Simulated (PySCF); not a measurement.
Structure problem from calculated spectra and properties.

Elements present: C, H and N. Monoisotopic mass: 113.1204 u.

- 13C NMR: chemical shifts (computed TMS as zero) by class: 54.2 (2 C), 34.7 (1 C), 13.0 (2 C), 9.5 (2 C) ppm [GIAO PBE0/pcSseg-1]
- 1H NMR: chemical shifts (computed TMS as zero) by class: 2.83 (4 H), 1.69 (1 H), 1.10 (6 H), 0.47 (2 H), 0.42 (2 H) ppm [GIAO PBE0/pcSseg-1]
- NMR, other nuclei: isotropic shieldings of nuclei other than C and H, by class: 198 (1 N) ppm [GIAO PBE0/pcSseg-1]
- Dipole: 0.61 D [PBE0/pcSseg-1]
- Rotational structure: rotational constants A, B, C: 2.204, 1.903, 1.150 GHz [GFN2-xTB]

Electronic properties: PySCF, gas phase, density fitting. Levels stand in brackets. The structure is a single GFN2-xTB conformer in the gas phase; no vibrational or solvent corrections. Each NMR value is the plain mean over a class of atoms that symmetry, rotation or inversion makes alike.

**Question.** Which formula fits the mass and the elements?

**Answer.** C7H15N (calculated 113.1204). No other formula that holds each of these elements comes within 0.0003 u with a fitting electron parity and a possible valence count.

**Question.** Propose a structure and show how it fits.

**Answer.** Numbering: `[CH3:1][CH2:2][N:3]([CH2:4][CH3:5])[CH:6]1[CH2:7][CH2:8]1`. Its formula, C7H15N, gives 1 degree of unsaturation: 1 ring and 0 π bonds in the structure found. 7 carbons fall into 4 classes; from least to most shielded: chain sp3 carbon bound to nitrogen [C2/C4] (54.2 ppm, 2 C, up to 2.4 ppm apart in this geometry), ring sp3 carbon bound to nitrogen [C6] (34.7 ppm), methyl carbon [C1/C5] (13.0 ppm, 2 C, up to 10.1 ppm apart in this geometry), three-membered-ring carbon [C7/C8] (9.5 ppm, 2 C, up to 9.5 ppm apart in this geometry). Hydrogen classes from least to most shielded: 4 H on 2 like atoms (sp3 carbon bound to nitrogen), C2/C4 (2.83 ppm, a mean of values up to 0.5 ppm apart in this geometry), 1 H on an sp3 carbon bound to nitrogen, C6 (1.69 ppm), 6 H on 2 methyl carbons, C1/C5 (1.10 ppm, a mean of values up to 1.3 ppm apart in this geometry), 2 H on 2 three-membered-ring carbons, C7/C8 (0.47 ppm), 2 H on 2 three-membered-ring carbons, C7/C8 (0.42 ppm). The other shieldings belong to: 198 ppm, tertiary amine nitrogen [N3]. The optimised geometry has point group C1 and is an asymmetric top. Structure: `CCN(CC)C1CC1`. Computed isomers that give other values at the same levels: `CNC1CCCCC1` (13C chemical shifts (computed TMS as zero) by class: 63.7 (1 C), 36.9 (1 C), 36.9 (2 C), 30.3 (1 C), 28.9 (2 C) ppm); `C=NCC(C)(C)CC` (13C chemical shifts (computed TMS as zero) by class: 155.5 (1 C), 81.4 (1 C), 37.0 (1 C), 35.1 (1 C), 25.7 (2 C), 10.1 (1 C) ppm); `C=CC[C@H](C)NCC` (13C chemical shifts (computed TMS as zero) by class: 143.2 (1 C), 125.6 (1 C), 56.1 (1 C), 45.5 (1 C), 38.8 (1 C), 23.9 (1 C), 18.1 (1 C) ppm). The assignments are read from this structure; whether some other isomer fits the data as well wasn't checked.

The values belong to the conformer `[CH3:1][CH2:2][N:3]([CH2:4][CH3:5])[CH:6]1[CH2:7][CH2:8]1`: C1–C2–N3–C4 158°, C2–N3–C4–C5 64°, C2–N3–C6–C7 162°.
